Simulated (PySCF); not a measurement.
## UHF on Kr⁺ (krypton, charge +1)

Configuration: [Ar] 3d10 4s1 4p6, 2S determinant (an excited configuration). Computed with PySCF 2.14 in aug-cc-pVDZ-PP with ECP10MDF, with a scalar-relativistic core potential.

```json
{"Total energy": "-461.044283 hartree", "One-electron energy": "-795.5668 hartree", "Hartree (Coulomb) energy": "365.9970 hartree", "Exchange energy": "-31.4746 hartree", "⟨S²⟩": "0.7627", "⟨L²⟩": "0.000", "Sum of ⟨r⟩": "22.36 bohr", "Sum of ⟨r²⟩": "32.47 bohr²"}
```

```csv
shell,electrons,mean orbital energy (eV),"rms radius, mean of both spins (bohr)"
3s α,1,-308.43,0.567
3s β,1,-307.33,0.567
3p α,3,-245.28,0.582
3p β,3,-244.70,0.582
3d α,5,-116.43,0.604
3d β,5,-116.02,0.604
4s α,1,-45.860,1.64
4p α,3,-26.653,1.98
4p β,3,-23.023,1.98
```

Energies and moments cover only the electrons outside the core potential.
